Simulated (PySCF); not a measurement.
C2H4BFO2, SMILES FB(C=O)OC.

The structure is a stationary point at ωB97X-D3(BJ)/def2-SVP. This is a generated structure with no PubChem entry under its InChIKey; it may be hypothetical. The values are those of a single conformer.

Calculation: PBE/def2-TZVP run with PySCF.

The molecule is in vacuum.

The total energy is -353.59116 hartree and the point group is Cs. The highest occupied level is -5.78 eV, the lowest empty level is -3.39 eV and the orbital gap is 2.40 eV. The dipole moment is 1.01 D, the quadrupole, principal values (traceless, Buckingham form, about the centre of nuclear charge) comes out as -11.27, 4.01, 7.27 D·Å and the mean static polarisability comes out as 45.3 bohr³ (6.71 Å³). The polarisability, principal values is 32.1, 45.8, 58.0 bohr³.
